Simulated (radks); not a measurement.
The nuclear charge of the iridium ion Ir2+ is varied continuously with 75 electrons held in [Xe] 4f14 5d7. Calculated with a radial shooting solver on a logarithmic mesh with Libxc functionals: Dirac Kohn-Sham, LDA (Slater exchange, Perdew-Wang correlation), spin-unpolarised, spherical densities, point nucleus; open shells fill j = l - 1/2 first. By the Hellmann-Feynman theorem dE/dZ = E(electron-nucleus)/Z, the electronic potential at the nucleus.

Z = 76: E (hartree) -17271.5942; E(electron-nucleus)/Z (hartree) -569.443; HOMO 5d5/2; e(HOMO) (eV) -11.992; <r> HOMO (bohr) 1.857
Z = 76.5: E (hartree) -17557.7943; E(electron-nucleus)/Z (hartree) -575.360; HOMO 5d5/2; e(HOMO) (eV) -17.709; <r> HOMO (bohr) 1.744
Z = 77: E (hartree) -17846.9574; E(electron-nucleus)/Z (hartree) -581.295; HOMO 5d5/2; e(HOMO) (eV) -24.022; <r> HOMO (bohr) 1.653
Z = 77.5: E (hartree) -18139.0933; E(electron-nucleus)/Z (hartree) -587.252; HOMO 5d5/2; e(HOMO) (eV) -30.872; <r> HOMO (bohr) 1.577
Z = 78: E (hartree) -18434.2133; E(electron-nucleus)/Z (hartree) -593.232; HOMO 5d5/2; e(HOMO) (eV) -38.215; <r> HOMO (bohr) 1.511

The central difference of E at Z = 77 is -581.299 hartree, to compare with the third column; the second derivative is -11.9 hartree.
